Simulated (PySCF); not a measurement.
**Exercise with solution: entropy of an ideal gas**

SnF, SMILES [F][Sn+] (connectivity only; charge and spin as stated), charge +1, multiplicity 1.

The structure is a stationary point at PBE-D3(BJ)/def2-TZVP. The spin state was assumed, not searched. The def2 effective core potentials stand for the cores of Sn; spin–orbit coupling is left out.

PySCF with PBE-D3(BJ)/def2-TZVP gives the harmonic wavenumbers 654 cm⁻¹ and the rotational temperature 0.4104 K. The molar mass is 137.71 g/mol, the symmetry number 1, the spin multiplicity 1.

**Question.** Work out the entropy at 298.15 K and 1 atm in the rigid-rotor, harmonic-oscillator model.

**Answer.** 
Translation (Sackur–Tetrode at 1 atm): S = R[1.5 ln M + 2.5 ln T − 1.16487] = 170.2 J/(mol K).
Rotation: q = T/(σ θ) = 726, S = R[ln q + 1] = 63.1 J/(mol K).
Vibration: with u = 1.4388 ν/T, each mode gives R[u/(e^u − 1) − ln(1 − e^−u)]:
| ν (cm⁻¹) | modes | u | S (J/(mol K)) |
|---|---|---|---|
| 654 | 1 | 3.16 | 1.53 |
These are all the modes. Sum 1.5 J/(mol K).
Spin: R ln 1 = 0.0 J/(mol K).
Total 234.8 J/(mol K); the program's own thermochemistry gives 234.8. Translation makes up 72 % and vibration 1 %. Anharmonicity, hindered rotation and orbital degeneracy are left out.
